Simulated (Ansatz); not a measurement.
Consider the atomization: `C[O][Sn]([F])([O]C)[C](C)(C)C` → 6 C• + F• + 15 H• + 2 O• + Sn•.

Isolated molecules relaxed with PBE0-D4/def2-TZVP in Ansatz; ΔE leaves out vibrations. CCSD(T)/CBS adds triple-zeta CCSD(T) − MP2 to the extrapolated MP2 energy (def2 sets, frozen cores). This one scheme is used for every species, atoms too. Functionals use def2-TZVPP. Open shells (•) are unrestricted, without spin–orbit coupling. Spin–orbit coupling would lower the free atoms: a little for C, F, O; strongly for Sn. Elements past krypton have def2 core potentials. For Sn outer-core shells are correlated without core-valence functions, so the limit isn't a true one: a few kJ/mol of doubt a bond, and 10 to 20 or more in all where bonds break to atoms. Each species was taken in one conformer, which may not be the lowest.

```json
{"level": "r2SCAN0-D4", "ΔE (kcal/mol)": "2265.8", "difference from CCSD(T)/CBS": "-40.8"}
{"level": "CAM-B3LYP-D4", "ΔE (kcal/mol)": "2306.4", "difference from CCSD(T)/CBS": "-0.2"}
{"level": "ωB97X-V", "ΔE (kcal/mol)": "2302.6", "difference from CCSD(T)/CBS": "-4.0"}
{"level": "BLYP", "ΔE (kcal/mol)": "2259.6", "difference from CCSD(T)/CBS": "-47.0"}
{"level": "PBE0", "ΔE (kcal/mol)": "2287.0", "difference from CCSD(T)/CBS": "-19.6"}
{"level": "r2SCANh", "ΔE (kcal/mol)": "2282.2", "difference from CCSD(T)/CBS": "-24.4"}
{"level": "r2SCAN0", "ΔE (kcal/mol)": "2260.9", "difference from CCSD(T)/CBS": "-45.7"}
{"level": "LC-ωPBE", "ΔE (kcal/mol)": "2291.0", "difference from CCSD(T)/CBS": "-15.6"}
{"level": "HF/def2-SVP", "ΔE (kcal/mol)": "1686.5", "difference from CCSD(T)/CBS": "-620.1"}
{"level": "CCSD/def2-SVP", "ΔE (kcal/mol)": "2165.7", "difference from CCSD(T)/CBS": "-140.9"}
{"level": "CCSD(T)/def2-SVP", "ΔE (kcal/mol)": "2187.7", "difference from CCSD(T)/CBS": "-118.9"}
{"level": "HF/def2-TZVPP", "ΔE (kcal/mol)": "1671.7", "difference from CCSD(T)/CBS": "-634.9"}
{"level": "MP2/def2-TZVPP", "ΔE (kcal/mol)": "2281.0", "difference from CCSD(T)/CBS": "-25.6"}
{"level": "HF/def2-QZVPP", "ΔE (kcal/mol)": "1675.6", "difference from CCSD(T)/CBS": "-631.0"}
{"level": "MP2/def2-QZVPP", "ΔE (kcal/mol)": "2316.3", "difference from CCSD(T)/CBS": "9.7"}
{"level": "HF/CBS(def2)", "ΔE (kcal/mol)": "1676.2", "difference from CCSD(T)/CBS": "-630.4"}
{"level": "CCSD(T)/CBS", "ΔE (kcal/mol)": "2306.6", "difference from CCSD(T)/CBS": "0"}
```

Largest T1 diagnostic among the species: 0.013.

From PBE to PBE0 (25 % exact exchange), in def2-TZVPP and without D4, ΔE moves by −40.1 kcal/mol: exact exchange takes away binding that semilocal exchange gives to molecules. The D4 term adds +23.7 kcal/mol with B3LYP and +13.0 kcal/mol with PBE0; it sums over pairs of atoms, weighted by their polarisabilities, and B3LYP, whose exchange is more repulsive, gets the larger term. At CCSD(T), def2-SVP lies −118.9 kcal/mol from the extrapolated value and def2-TZVPP −59.2 kcal/mol: correlation converges slowly with the basis, and small sets miss more of it in the bonded molecule than in its fragments.

B3LYP here is the variant with VWN-RPA as its local correlation; programs differ in this.

For atomizations the MP2-based limit and the directly extrapolated one differ by several kJ/mol either way, and by 10 to 25 for some Ge, Se and Sn compounds, so smaller differences from it don't rank the levels.
